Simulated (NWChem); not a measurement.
System: BPH₄; SMILES BP

Results from NWChem. Structure relaxed at the B3LYP/6-31G* (spherical d) level. Ions are spin-unrestricted doublets at the neutral geometry; other ion states weren't tried.

What does the run give for PBE/def2-SVP? Quantities: vertical ionisation energy, ΔSCF (eV); −ε(HOMO) (eV).


```json
{
  "vertical ionisation energy, ΔSCF (eV)": "9.85",
  "−ε(HOMO) (eV)": "6.40"
}
```
